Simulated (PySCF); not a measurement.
A structure optimised at B3LYP-D3(BJ)/def2-SVP, used in a PySCF frequency run:

```
Al
Cl 1 2.0918
Cl 1 2.0960 2 119.94
S 1 2.1697 2 118.99 3 180.00
H 4 1.3548 1 93.19 2 180.00
```
Charge 0, spin multiplicity 1.

Question: Write its SMILES, formula and point group.

Answer: [SH][Al]([Cl])[Cl], AlCl2HS, Cs

Question: What are its rotational constants (standard atomic weights)?

Answer: 2.1608, 2.1525, 1.0783 GHz
